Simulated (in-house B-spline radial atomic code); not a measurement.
How numerical settings move a run on Re III (Re2+), [Xe] 4f14 5d5. Computed with an all-electron radial atomic-structure program (B-spline basis): Dirac-Kohn-Sham PBE, spherical fractional occupations, Fermi nucleus of rms radius 5.3698 fm.

Command:
```bash
python run_scf.py task.json out
```
Settings of the sound reference run:
```
Z                75
electrons        73
configuration    [Xe] 4f14 5d5
hamiltonian      dirac
method           pbe,pbe
spin_polarised   False
nucleus          fermi
rms_radius       5.3698
mass_number      187
atomic_mass      186.9558
speed_of_light   137.036
knot_spacing     0.22
spline_order     8
gauss_points     12
box_radius       22.22
max_iterations   70
damping          0.5
damped_steps     3
diis_vectors     10
tolerance        1e-08
start            Thomas-Fermi
```

Run time, properties included: 2.1 s on 1 thread of Arm Neoverse N1 (shared host).

It converges in 10 iterations to -16714.016145 hartree, with 5d5/2 at -21.0193 eV. The other runs change the listed settings, some to values that make no sense; their results aren't properties of the atom or ion. Radii are in bohr (the nuclear one in fm), a minus after a letter asks for a j subshell, and «unchanged» means within 1e-8 hartree. The run stops when the residual is below 10 × tolerance × max(1, Z/10), or a noise floor if that is larger, and the energy moves by less than 1e-8 × √|E| hartree; so very loose and very tight tolerances often act alike.

| changed settings | outcome |
| --- | --- |
| max_iterations = 8 | not converged after 8 iterations, last residual 1.2e-04, last energy +5.20e-07 hartree from the reference |
| max_iterations = 12 | converged in 10 iterations, energy unchanged |
| gauss_points = 6 | converged in 10 iterations, energy +1.00e-08 hartree from the reference |
| spline_order = 6 | converged in 10 iterations, energy +2.00e-05 hartree from the reference, 5d5/2 level +6.8e-07 eV |
| gauss_points = 4 | converged in 10 iterations, energy +1.49e-05 hartree from the reference |
| max_iterations = 2 | not converged after 2 iterations, last residual 1.6e-01, last energy +4.62e-01 hartree from the reference |
| spline_order = 5 | converged in 10 iterations, energy +4.53e-04 hartree from the reference, 5d5/2 level -6.6e-06 eV |
| knot_spacing = 0.15, max_iterations = 75, damped_steps = 30, diis_vectors = 4, start = bare nucleus | converged in 21 iterations, energy -6.32e-06 hartree from the reference, 5d5/2 level +1.2e-05 eV |
| electrons = 76, configuration = [Xe] 4f14 5d5 6s3, max_iterations = 50 | stopped with error: shell 6s holds at most 2 electrons |
| gauss_points = 3 | converged in 10 iterations, energy +3.17e-03 hartree from the reference, 5d5/2 level -6.9e-06 eV |
| spline_order = 4 | converged in 10 iterations, energy +1.23e-02 hartree from the reference, 5d5/2 level -2.0e-04 eV |
| gauss_points = 6, max_iterations = 75, diis_vectors = 2, tolerance = 1e-13 | converged in 18 iterations, energy +1.00e-08 hartree from the reference, 5d5/2 level -4.9e-06 eV |
| gauss_points = 5 | converged in 10 iterations, energy -4.05e-07 hartree from the reference |
| first_knot = 0.004, max_iterations = 100, tolerance = 1e-05 | converged in 9 iterations, energy -1.44e+00 hartree from the reference, 5d5/2 level -2.1e-04 eV |

Task: What happens with method = revtpss,revtpss?

Result: Stopped with error: meta-GGAs are not served with the Dirac Hamiltonian.

Task: What happens with electrons = 81, configuration = [Xe] 4f14 5d5 7s2 7p6, max_iterations = 60?

Result: Converged in 17 iterations to -16713.5612 hartree, a different physical problem (warning: 5d5/2 has a positive eigenvalue: unbound, held by the box).

Task: What happens with spline_order = 10?

Result: Converged in 10 iterations, energy +1.67e-06 hartree from the reference, 5d5/2 level +2.0e-06 eV.

Task: What happens with spline_order = 3?

Result: Converged in 10 iterations, energy +6.09e-01 hartree from the reference, 5d5/2 level -7.6e-03 eV.
